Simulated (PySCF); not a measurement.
# SrH⁻ at RHF-CCSD

Level: RHF-CCSD. Sr aug-cc-pVDZ-X2C, H aug-cc-pVDZ-DK; spin-free X2C with a Gaussian nucleus (PySCF 2.14).

| Property | Result |
| --- | --- |
| state | ¹Σ⁺ (singlet), closed shell |
| bond length | 2.264 Å |
| harmonic wavenumber | 1024 cm⁻¹ |
| force constant | 0.616 mdyn/Å |
| rotational constant Be | 3.300 cm⁻¹ |
| anharmonicity ωexe | 21.3 cm⁻¹ |
| vibration–rotation constant αe | 0.101 cm⁻¹ |
| well depth De to Sr + H⁻ | 44.3 kcal/mol |
| dissociation energy D0 | 42.9 kcal/mol |

Correlated steps freeze 9 core orbitals. Correlated levels converge slowly with the basis: in double zeta they bind strong bonds too weakly, by up to about 1 eV, and carry superposition errors of some tenths. For an ion De counts to the pair picked by the measured ionisation energies or electron affinities, which need not be the lowest pair at this level.
